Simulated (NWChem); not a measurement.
A series in which one site is exchanged, each optimised at PBE0/def2-SVP with NWChem, gas phase unless a solvent is named. For some, no frequency run checked for a minimum. def2 effective core potentials on I; no spin-orbit coupling.

A: F[SiH2]I (SiH₂IF; site = I)
B: F[SiH2]F (SiH₂F₂; site = F)
C: [SiH3]F (SiH$_{3}$F; site = H)
D: F[SiH2]Cl (SiH2ClF; site = Cl)

Rank them by lowest singlet excitation, PBE/def2-SVPD, TDA (eV), lowest first.

A (5.42), D (7.07), C (7.46), B (7.92)
